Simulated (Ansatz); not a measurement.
Consider the cleavage of the Si–Sn bond: `[NH2][SnH2][SiH2]O` + H₂Se → `O[SiH2][SeH]` + `[NH2][SnH3]`.

Computed with Ansatz on PBE0-D4/def2-TZVP structures; ΔE is electronic, products minus reactants. CCSD(T)/CBS is the MP2 limit (def2-TZVPP, def2-QZVPP) plus CCSD(T) − MP2 in def2-TZVPP, frozen cores. Elements past krypton have def2 core potentials. For Se, Sn outer-core shells are correlated without core-valence functions, which leaves a few kJ/mol of doubt a bond. Scalar relativity is left out up to krypton. One conformer a species, not always the lowest.

```tsv
species	CCSD/CBS(def2) energy (Eh)
`[NH2][SnH2][SiH2]O`	-637.20209
H₂Se	-2401.88824
`O[SiH2][SeH]`	-2767.40940
`[NH2][SnH3]`	-271.69671
```

(1) Work out ΔE.

Largest T1 diagnostic among the species: 0.013.

Results:

(1) ΔE = (-2767.40940) + (-271.69671) − (-637.20209) − (-2401.88824) = -0.01578 Eh = -0.43 eV. CCSD(T)/CBS gives -0.39 eV.

From PBE to PBE0 (25 % exact exchange), in def2-TZVPP and without D4, ΔE moves by −0.08 eV. The D4 term adds +0.05 eV with B3LYP and +0.03 eV with PBE0; it sums over pairs of atoms, weighted by their polarisabilities, and B3LYP, whose exchange is more repulsive, gets the larger term. In def2-TZVPP, CCSD(T) changes the Hartree–Fock value by +0.27 eV (the triples alone add +0.04 eV) and MP2 by +0.24 eV.

B3LYP here is the variant with VWN-RPA as its local correlation; programs differ in this.
